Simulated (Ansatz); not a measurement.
Start from `[BH2][SbH][SiH3]` and change one element to get `BN[SiH3]`.

Ansatz, PBE0-D4/def2-TZVP geometries, multiplicity 1. 

Elements past krypton have def2 core potentials.

| property | `[BH2][SbH][SiH3]` |
| --- | --- |
| HOMO energy (PBE/def2-TZVPP) / eV | -6.18 |
| HOMO energy (B3LYP/def2-TZVPP) / eV | -6.93 |
| HOMO energy (ωB97M-V/def2-TZVPP) / eV | -9.11 |
| HOMO–LUMO gap (PBE/def2-TZVPP) / eV | 3.06 |
| LUMO energy (B3LYP/def2-TZVPP) / eV | -2.38 |
| LUMO energy (ωB97M-V/def2-TZVPP) / eV | -0.33 |

Task: Give the same properties after the change, and the shifts. (Estimate.)

Result: Computed: 
```tsv
property	`BN[SiH3]`	shift
HOMO energy (PBE/def2-TZVPP) / eV	-7.26	-1.08
HOMO energy (B3LYP/def2-TZVPP) / eV	-8.30	-1.37
HOMO energy (ωB97M-V/def2-TZVPP) / eV	-10.82	-1.71
HOMO–LUMO gap (PBE/def2-TZVPP) / eV	6.11	3.05
LUMO energy (B3LYP/def2-TZVPP) / eV	-0.40	1.98
LUMO energy (ωB97M-V/def2-TZVPP) / eV	1.66	1.99
```

With PBE0 the HOMO falls by 1.41 eV and the LUMO rises by 2.03 eV, so the gap widens by about 3.44 eV. PBE moves the HOMO by -1.08 eV and ωB97M-V by -1.71 eV.

B3LYP here is the variant with VWN-RPA as its local correlation; programs differ in this.

Spin–orbit coupling is left out; it splits and shifts lone-pair levels of the heavy atoms by tenths of an eV.
